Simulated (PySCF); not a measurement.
Steps of a relaxation of Ce(NO2)4

Ce(NO2)4 (singlet; a saddle point, relaxed within its symmetry). PySCF 2.14.0, RKS PBE, Ce lcecp-2-SVP with ECP46, O def2-SVP, N def2-SVP; non-relativistic Hamiltonian with scalar-relativistic core potentials where named; density fitting; no spin-orbit coupling. Origin of the start: template. Columns: position (Å) and force (eV/Å). Energies are counted from the last step; some of the 11 steps are shown. Forces carry noise of the integration grid, about 0.01 to 0.03 eV/Å.

Run from Python with OMP_NUM_THREADS=4. Where DIIS fails, smearing, a level shift and second-order steps follow.
It took 100 s on 4 threads of Arm Neoverse V2, on a shared host, from the converged density of the start.

```xyz
13
step 0  E = 0.259 eV
Ce    0.0000    0.0000    0.0000     0.00    0.00    0.00
O     1.2480    0.4985    1.9975    -0.17   -0.20   -0.43
O     1.2480    1.9975    0.4985    -0.17   -0.43   -0.20
N     1.6464    1.6464    1.6464     0.97    0.87    0.87
O    -1.2480   -0.4985    1.9975     0.17    0.20   -0.43
O    -1.2480   -1.9975    0.4985     0.17    0.43   -0.20
N    -1.6464   -1.6464    1.6464    -0.97   -0.87    0.87
O     1.2480   -1.9975   -0.4985    -0.17    0.43    0.20
O     1.2480   -0.4985   -1.9975    -0.17    0.20    0.43
N     1.6464   -1.6464   -1.6464     0.97   -0.87   -0.87
O    -1.2480    1.9975   -0.4985     0.17   -0.43    0.20
O    -1.2480    0.4985   -1.9975     0.17   -0.20    0.43
N    -1.6464    1.6464   -1.6464    -0.97    0.87   -0.87
```

```xyz
13
step 3  E = 0.060 eV
Ce    0.0000    0.0000    0.0000     0.00    0.00    0.00
O     1.3157    0.5047    1.9865     0.07   -0.02   -0.01
O     1.3157    1.9865    0.5047     0.07   -0.01   -0.02
N     1.7809    1.6367    1.6367    -0.08   -0.12   -0.11
O    -1.3157   -0.5047    1.9865    -0.07    0.02   -0.01
O    -1.3157   -1.9865    0.5047    -0.07    0.01   -0.02
N    -1.7809   -1.6367    1.6367     0.08    0.11   -0.12
O     1.3157   -1.9865   -0.5047     0.07    0.01    0.02
O     1.3157   -0.5047   -1.9865     0.07    0.02    0.01
N     1.7809   -1.6367   -1.6367    -0.08    0.12    0.12
O    -1.3157    1.9865   -0.5047    -0.07   -0.01    0.02
O    -1.3157    0.5047   -1.9865    -0.07   -0.02    0.01
N    -1.7809    1.6367   -1.6367     0.08   -0.12    0.12
```

```xyz
13
step 7  E = 0.002 eV
Ce    0.0000    0.0000    0.0000     0.00    0.00    0.00
O     1.4167    0.4367    1.9228     0.00    0.03   -0.03
O     1.4167    1.9228    0.4367     0.00   -0.03    0.03
N     1.9524    1.5215    1.5215    -0.07   -0.05   -0.05
O    -1.4167   -0.4367    1.9228     0.00   -0.04   -0.03
O    -1.4167   -1.9228    0.4367     0.00    0.03    0.03
N    -1.9524   -1.5215    1.5215     0.07    0.05   -0.05
O     1.4167   -1.9228   -0.4367     0.00    0.03   -0.03
O     1.4167   -0.4367   -1.9228     0.00   -0.03    0.03
N     1.9524   -1.5215   -1.5215    -0.07    0.05    0.05
O    -1.4167    1.9228   -0.4367     0.00   -0.03   -0.03
O    -1.4167    0.4367   -1.9228     0.00    0.04    0.03
N    -1.9524    1.5215   -1.5215     0.07   -0.05    0.05
```

Problem. Where does the relaxation end?

Solution. It converges at step 10 in D2d:
```xyz
13
step 10  E = 0
Ce    0.0000    0.0000    0.0000
O     1.4132    0.4327    1.9185
O     1.4132    1.9185    0.4327
N     1.9513    1.5147    1.5147
O    -1.4132   -0.4327    1.9185
O    -1.4132   -1.9185    0.4327
N    -1.9513   -1.5147    1.5147
O     1.4132   -1.9185   -0.4327
O     1.4132   -0.4327   -1.9185
N     1.9513   -1.5147   -1.5147
O    -1.4132    1.9185   -0.4327
O    -1.4132    0.4327   -1.9185
N    -1.9513    1.5147   -1.5147
```

Problem. How did the contacts change?

Solution. 
| contact | start (Å) | end (Å) |
| --- | --- | --- |
| Ce1–O2 (NO2) | 2.407 | 2.422 |
| Ce1–O5 (NO2) | 2.407 | 2.422 |
| Ce1–O8 (NO2) | 2.407 | 2.422 |
| Ce1–O11 (NO2) | 2.407 | 2.422 |
